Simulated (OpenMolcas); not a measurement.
## Mo3+ in a point-charge field

Mo3+ among 8 point charges of -0.78 e arranged as a cube (Oh), 2.11 Å from the ion.

```json
{
  "Program": "OpenMolcas",
  "Method": "SS-CASPT2, IPEA 0.25 Eh, imaginary shift 0.1 Eh (closed shells correlated: 4s 4p)",
  "Basis": "ANO-RCC-VDZP [6s5p3d1f]",
  "Scalar Hamiltonian": "DKH2, point nucleus",
  "Active space": "3 electrons in 5 orbitals (4d)",
  "State averaging": "2S+1 = 4 even, 10 roots; 2S+1 = 2 even, 40 roots",
  "Spin-orbit coupling": "RASSI with atomic mean-field integrals over the reference wave functions"
}
```

The lowest spin-free states (labels of O, the rotations of Oh), above the lowest:

| State | Degeneracy | E (cm-1) | Free-ion L (%) |
| --- | --- | --- | --- |
| 4T1 | 3 | 0 | F (99) |
| 4T2 | 3 | 3610 | F (100) |
| 4A2 | 1 | 8420 | F (100) |
| 2E | 2 | 9850 | G (58) |
| 2T2 | 3 | 11990 | G (85) |
| 2T1 | 3 | 12450 | G (70) |
| 4T1 | 3 | 12910 | P (99) |
| 2T1 | 3 | 14730 | P (66) |
| 2A1 | 1 | 14760 | G (100) |
| 2T2 | 3 | 17210 | H (69) |
| 2T1 | 3 | 18330 | H (79) |
| 2E | 2 | 19410 | H (69) |
| 2T2 | 3 | 20390 | D (72) |
| 2E | 2 | 20970 | D (61) |
| 2T1 | 3 | 21610 | H (61) |
| 2T2 | 3 | 27130 | F (96) |
| 2T1 | 3 | 27790 | F (93) |
| 2A2 | 1 | 28390 | F (100) |
| 2T2 | 3 | 42350 | D (96) |
| 2E | 2 | 42740 | D (100) |

The lowest levels with spin-orbit coupling:

| E (cm-1) | Degeneracy | Label | 2S+1 | g |
| --- | --- | --- | --- | --- |
| 0 | 4 | Γ8 | 4 |  |
| 320 | 2 | Γ7 | 4 | 1.49 1.49 1.49 |
| 1200 | 4 | Γ8 | 4 |  |
| 1910 | 2 | Γ6 | 4 | 3.53 3.53 3.53 |
| 4280 | 2 | Γ7 | 4 | 3.46 3.46 3.46 |
| 4290 | 4 | Γ8 | 4 |  |
| 4850 | 2 | Γ6 | 4 | 1.56 1.56 1.56 |
| 5030 | 4 | Γ8 | 4 |  |
| 9460 | 4 | Γ8 | 4 |  |
| 10630 | 4 | Γ8 | 2 |  |
| 12510 | 2 | Γ7 | 2 | 2.09 2.09 2.09 |
| 12870 | 2 | Γ6 | 4 (56 %) | 1.98 1.98 1.98 |
| 12960 | 4 | Γ8 | 4 (76 %) |  |
| 13040 | 2 | Γ6 | 2 (69 %) | 0.29 0.29 0.29 |
| 13170 | 4 | Γ8 | 2 |  |
| 14010 | 4 | Γ8 | 2 (80 %) |  |
| 14270 | 2 | Γ7 | 4 | 2.59 2.59 2.59 |
| 14340 | 4 | Γ8 | 4 (84 %) |  |
| 15140 | 2 | Γ6 | 2 (89 %) | 1.24 1.24 1.24 |
| 16310 | 2 | Γ6 | 2 | 1.81 1.81 1.81 |

Powder χT (cm3 K/mol): 0.163 at 2 K, 0.172 at 10 K, 0.214 at 50 K, 0.267 at 100 K, 0.379 at 200 K, 0.495 at 300 K. The effective moment at 300 K is 2.828 √(χT) = 1.99 μB.

The lowest level has 2S+1 = 4, for which the spin-only value is χT = S(S+1) / 2 = 1.875 cm3 K/mol (g = 2). The computed 0.495 at 300 K differs by -1.380, through orbital momentum, spin-orbit coupling and any other state in reach. With a threefold ground state the orbital momentum is unquenched, so the spin-only value is not expected to hold.

Roots that are degenerate in the reference are averaged as groups; the widest CASPT2 spread within a group is 280 cm-1 (the 3-fold group of multiplicity 4 near 3610 cm-1 above the lowest state of its run). Shifts and gaps below about the spread of the groups concerned are not significant. An orbital triplet at a regular site is open to Jahn-Teller coupling, which can distort the site and quench the lowest spin-orbit gaps and is left out. Point charges give a weaker field than real ligands, and real ions of this kind are as a rule low spin; the high spin found here belongs to the model. Free-ion shares, where given, are those of the reference states; single-state CASPT2 does not remix them. This is an electrostatic model: the charges have no orbitals. No measured value stands beside these numbers.

The CASPT2 steps took 3.6 s on 1 thread of Arm Neoverse V1 (shared host); the integral step is not counted.
